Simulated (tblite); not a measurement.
Compound: CH₈GeSSi.
SMILES with atom numbers: `[CH3:1][S:2][GeH2:3][SiH3:4]` (hydrogens: H5, H6, H7 on C1; H8, H9 on Ge3; H10, H11, H12 on Si4)

Computed with GFN2-xTB (tblite), gas phase: L-BFGS steps from a force-field or distance-geometry start until the largest atomic force falls under 0.01 eV/Å.

Step 74: E = -357.6107 eV
```
atom  x, y, z in Å  |  force x, y, z in eV/Å
C1     -1.9783    0.4354    0.2441    0.011   0.048   0.006
S2     -1.5928   -1.3495    0.1497    0.014   0.004  -0.005
Ge3     0.6182   -1.2833    0.4186   -0.006   0.024   0.042
Si4     1.6326    0.6948   -0.3690    0.022   0.022  -0.007
H5     -3.0516    0.5201    0.1017    0.035   0.001   0.001
H6     -1.7081    0.8329    1.2208   -0.005  -0.038  -0.086
H7     -1.4566    0.9682   -0.5501   -0.050  -0.019   0.091
H8      1.0835   -2.5649   -0.2348    0.003  -0.053  -0.030
H9      0.9009   -1.5907    1.8891   -0.015   0.039  -0.012
H10     1.3383    1.8163    0.5254   -0.024  -0.007   0.007
H11     1.1385    1.0224   -1.7077    0.003  -0.004   0.001
H12     3.0768    0.4977   -0.4196    0.014  -0.014  -0.008
```

Step 75: E = -357.6114 eV
```
atom  x, y, z in Å  |  force x, y, z in eV/Å
C1     -1.9858    0.4337    0.2470   -0.007  -0.007   0.010
S2     -1.5886   -1.3494    0.1465   -0.032   0.011  -0.018
Ge3     0.6193   -1.2789    0.4186    0.011   0.028   0.013
Si4     1.6397    0.6951   -0.3727    0.018   0.009   0.008
H5     -3.0575    0.5166    0.0966    0.014  -0.017  -0.025
H6     -1.7310    0.8228    1.2283    0.034  -0.004  -0.020
H7     -1.4580    0.9732   -0.5362   -0.027   0.007   0.053
H8      1.0838   -2.5627   -0.2330    0.001  -0.043  -0.023
H9      0.8974   -1.5835    1.8882   -0.006   0.033   0.015
H10     1.3523    1.8195    0.5196   -0.025  -0.003   0.013
H11     1.1479    1.0246   -1.7103   -0.008  -0.002  -0.019
H12     3.0817    0.4883   -0.4246    0.028  -0.013  -0.007
```

Step 76: E = -357.6117 eV
```
atom  x, y, z in Å  |  force x, y, z in eV/Å
C1     -1.9970    0.4295    0.2552   -0.012   0.029   0.035
S2     -1.5861   -1.3502    0.1323   -0.042   0.039  -0.017
Ge3     0.6192   -1.2708    0.4185    0.021   0.013  -0.020
Si4     1.6503    0.6954   -0.3818    0.016   0.002   0.020
H5     -3.0664    0.5083    0.0749    0.083  -0.014  -0.025
H6     -1.7756    0.8014    1.2544    0.027  -0.033  -0.104
H7     -1.4466    0.9878   -0.5020   -0.076  -0.027   0.107
H8      1.0880   -2.5596   -0.2248   -0.006  -0.019  -0.010
H9      0.8887   -1.5680    1.8898   -0.001   0.031   0.033
H10     1.3784    1.8260    0.5078   -0.026  -0.009   0.015
H11     1.1587    1.0279   -1.7182   -0.015  -0.004  -0.026
H12     3.0896    0.4715   -0.4381    0.030  -0.009  -0.007
```

Step 77: E = -357.6123 eV
```
atom  x, y, z in Å  |  force x, y, z in eV/Å
C1     -1.9976    0.4287    0.2556   -0.021   0.007   0.013
S2     -1.5871   -1.3501    0.1333   -0.028   0.022  -0.017
Ge3     0.6191   -1.2699    0.4186    0.016  -0.003  -0.032
Si4     1.6512    0.6959   -0.3815    0.014   0.000   0.010
H5     -3.0660    0.5081    0.0759    0.048  -0.014  -0.023
H6     -1.7741    0.8013    1.2517    0.033  -0.015  -0.038
H7     -1.4496    0.9864   -0.5014   -0.043  -0.003   0.063
H8      1.0872   -2.5597   -0.2265   -0.010  -0.004   0.001
H9      0.8887   -1.5667    1.8899    0.000   0.028   0.033
H10     1.3791    1.8263    0.5080   -0.026  -0.006   0.017
H11     1.1600    1.0285   -1.7185   -0.012  -0.005  -0.019
H12     3.0904    0.4706   -0.4370    0.029  -0.008  -0.007
```

Q: Estimate the geometry and energy of step 78. (The exact step hangs on the optimiser's Hessian estimate; all steps are aligned on step 77, rigid shifts and turns removed.)

A: E = -357.6132 eV, largest force 0.061 eV/Å
```
atom  x, y, z in Å  |  force x, y, z in eV/Å
C1     -2.0020    0.4258    0.2610   -0.028   0.006  -0.002
S2     -1.5863   -1.3490    0.1241    0.000  -0.002  -0.020
Ge3     0.6203   -1.2658    0.4181    0.000  -0.035  -0.050
Si4     1.6565    0.6961   -0.3870    0.011  -0.003  -0.010
H5     -3.0661    0.5051    0.0617    0.019  -0.010  -0.012
H6     -1.7956    0.7868    1.2636    0.030  -0.004   0.006
H7     -1.4437    0.9951   -0.4780   -0.014   0.011   0.026
H8      1.0886   -2.5613   -0.2222   -0.017   0.028   0.022
H9      0.8816   -1.5550    1.8925    0.004   0.024   0.030
H10     1.3910    1.8279    0.5022   -0.028   0.000   0.021
H11     1.1622    1.0297   -1.7238   -0.004  -0.010  -0.001
H12     3.0947    0.4640   -0.4440    0.026  -0.005  -0.010
```

The energy changes by -0.0009 eV. The first-order estimate −F·Δx gives -0.0012 eV and the mean of the old and new forces, exact on a quadratic surface, -0.0010 eV. The step makes an angle of 80° with the force vector and moves no atom by more than 0.029 Å.

What follows is the cost of the whole relaxation. Time: 1.1 s of wall time. Hardware: one thread of an Intel Xeon Platinum 8259CL at 2.50 GHz, shared host.
